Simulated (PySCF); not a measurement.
Si(CCH)(H)2(Me) (C3H6Si), SMILES [SiH2](C)C#C. Atoms are numbered in the order given.

```xyz
10

Si    -0.6121    -0.5240     0.0000
C      0.8453    -1.7038     0.0000
C     -0.0211     1.2161     0.0000
C      0.3917     2.3656     0.0000
H     -1.4611    -0.7320    -1.2113
H     -1.4611    -0.7320     1.2113
H      1.4728    -1.5484     0.8913
H      1.4728    -1.5484    -0.8913
H      0.4990    -2.7495     0.0000
H      0.7514     3.3794     0.0000
```

Coordinates come from a r2SCAN-D4/def2-SVP optimisation.

Level of theory: PBE0/def2-TZVP (PySCF).

Symmetry labels are those of the subgroup Cs that the program uses (full group Cs).

Computed valence orbital energies around the gap with their symmetry:
```csv
orbital,symmetry,energy (eV)
HOMO−7,A',-14.40
HOMO−6,A',-11.82
HOMO−5,A",-11.64
HOMO−4,A',-10.65
HOMO−3,A",-9.70
HOMO−2,A',-9.57
HOMO−1,A',-8.09
HOMO,A",-8.09
LUMO,A',-0.11
LUMO+1,A",0.06
LUMO+2,A',1.33
LUMO+3,A',1.52
```
